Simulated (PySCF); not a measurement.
(3S)-3-sulfanylbutan-2-one (C4H8OS), SMILES C([C@H](C)S)(C)=O. Geometry optimised at PBE-D3(BJ)/def2-SVP. One conformer was computed; it need not be the lowest.

Computed equilibrium geometry at PBE-D3(BJ)/def2-SVP (PySCF confirms it by a frequency run) as Cartesian coordinates in Å (one conformer of several):
```xyz
14

C      1.6786    -0.7319    -0.7622
C      0.7966    -0.6072     0.4683
O      1.2092    -0.8555     1.5891
C     -0.6631    -0.1691     0.2583
C     -1.4392    -0.9810    -0.7746
S     -0.6969     1.6494    -0.0848
H      1.5439     0.1181    -1.4595
H      1.4142    -1.6592    -1.3135
H      2.7354    -0.7997    -0.4472
H     -1.1350    -0.2467     1.2588
H     -0.9972    -0.8815    -1.7873
H     -2.4894    -0.6340    -0.8286
H     -1.4391    -2.0583    -0.5061
H     -0.3934     1.5513    -1.4109
```
Charge 0, spin multiplicity 1.
